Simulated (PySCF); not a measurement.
# Computed records: C2H7BGe

Calculation on a computer-drawn molecule: the log of a Hartree-Fock and frozen-core CCSD(T) single point meant for a local Hartree-Fock minimum, with one planted fault or none, to be diagnosed. Offsets are logged minus clean, where the clean run is the same molecule without the fault. The reference is restricted for singlets and unrestricted otherwise, and also for a bond in bohr or an excited solution. Adding or removing an electron swaps singlet and doublet. The excited solution moves the top pair (singlet) or top alpha electron (doublet) to the lowest empty orbital. Highest occupied and lowest empty are orbital energies over both spins, largest force is the largest gradient component, triples share is (T) over the correlation energy, the T1 limit is 0.02 restricted and 0.045 unrestricted, electrons count all cores, a negative frequency is imaginary (commonest isotopes), and the dipole is about the centre of nuclear charge; on germanium a core potential holds 10 electrons, which the energies leave out, and 3d is frozen in MP2 and coupled-cluster steps. Program: PySCF 2.14.0.

```yaml
- formula: C2H7BGe
  logged_structure:
    atoms_angstrom:
      - [B, -1.9448, -2.6548, 0.0808]
      - [C, -1.7723, -1.5869, -0.7837]
      - [C, -0.5741, -0.7347, -1.144]
      - [Ge, 1.1527, -1.5787, -0.7188]
      - [H, -2.1692, -3.5634, 0.793]
      - [H, -2.7138, -1.3132, -1.2698]
      - [H, -0.5754, -0.5123, -2.2145]
      - [H, -0.6224, 0.2314, -0.6326]
      - [H, 1.0512, -2.2689, 0.6533]
      - [H, 2.2807, -0.54, -0.6643]
      - [H, 1.5065, -2.6422, -1.7648]
  given:
    meant_charge: 0
    meant_multiplicity: 1
    meant_basis: cc-pVDZ
    meant_basis_and_core_potential_on_germanium: "cc-pVDZ-PP ECP10MDF"
    logged_electrons: 56
    logged_basis_functions: 100
    logged_SCF_converged: "yes"
    logged_spin_squared: 0.0
    "logged_highest_occupied [eV]": -4.3663
    "logged_lowest_empty [eV]": -1.5383
    "logged_largest_force [hartree/bohr]": 0.14775
    "logged_dipole_magnitude [debye]": 4.6513
    logged_SCF_stable_within_its_kind: "no"
    "logged_energy_HF [hartree]": -397.49203
    possible_faults: "no fault, one electron removed, one electron added, multiplicity raised by two, geometry at a saddle point, SCF held on an excited solution, minimal basis STO-3G, one bond length entered in bohr, all coordinates scaled"
    drawn_bonds_atom: [1, 2, 3, 1, 2, 3, 3, 4, 4, 4]
    drawn_bonds_other_atom: [2, 3, 4, 5, 6, 7, 8, 9, 10, 11]
    drawn_bonds_order: [2, 1, 1, 1, 1, 1, 1, 1, 1, 1]
  results:
    planted_fault: "SCF held on an excited solution"
    "HF_energy_offset_from_clean_run [kcal/mol]": 187.6
  notes: ["coupled-cluster numbers left out as unreliable"]
```
